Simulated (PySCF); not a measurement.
Electron correlation in F³⁺ (fluorine, charge +3)

[He] 2s2 2p2, high-spin 3P determinant. All numbers are calculated (PySCF 2.14, the spin-free X2C one-electron Hamiltonian (Gaussian nucleus), in dyall-av3z). Frozen: 1s2; 4 electrons correlated; the 14 highest virtual orbitals of each spin left out.

```csv
level,correlation energy (mhartree)
CCSD,-105.27
(T),-1.20
CCSD(T),-106.47
```

Diagnostics: T1 = 0.0038, D1 = 0.0078, largest double amplitude 0.121.

Cost of the coupled-cluster step: about 1.5 core-seconds, for 4 correlated electrons.

Iterations:

```
CC2 = 0
CCSD nocc = (np.int64(3), np.int64(1)), nmo = (56, 56)
frozen orbitals [[0, 57, 58, 59, 60, 61, 62, 63, 64, 65, 66, 67, 68, 69, 70], [0, 57, 58, 59, 60, 61, 62, 63, 64, 65, 66, 67, 68, 69, 70]]
max_cycle = 100
direct = 0
conv_tol = 1e-08
conv_tol_normt = 1e-06
diis_space = 8
diis_start_cycle = 0
Init t2, MP2 energy = -0.0833607333837999
Init E_corr(UCCSD) = -0.0833607333838141
cycle = 1  E_corr(UCCSD) = -0.0976630623024937  dE = -0.0143023289  norm(t1,t2) = 0.0336665
cycle = 2  E_corr(UCCSD) = -0.101989249430363  dE = -0.00432618713  norm(t1,t2) = 0.0152137
cycle = 3  E_corr(UCCSD) = -0.105338597958135  dE = -0.00334934853  norm(t1,t2) = 0.00745065
cycle = 4  E_corr(UCCSD) = -0.10526067241839  dE = 7.79255397e-05  norm(t1,t2) = 0.000602062
cycle = 5  E_corr(UCCSD) = -0.105271785506543  dE = -1.11130882e-05  norm(t1,t2) = 5.88258e-05
cycle = 6  E_corr(UCCSD) = -0.105269450954494  dE = 2.33455205e-06  norm(t1,t2) = 8.87902e-06
cycle = 7  E_corr(UCCSD) = -0.105270163324996  dE = -7.12370502e-07  norm(t1,t2) = 1.65901e-06
cycle = 8  E_corr(UCCSD) = -0.105270026926772  dE = 1.36398224e-07  norm(t1,t2) = 3.1958e-07
cycle = 9  E_corr(UCCSD) = -0.105270029097424  dE = -2.17065171e-09  norm(t1,t2) = 2.94448e-08
UCCSD converged
E(UCCSD) = -95.51957697229298  E_corr = -0.1052700290974241
UCCSD(T) correction = -0.00120090886127472
```
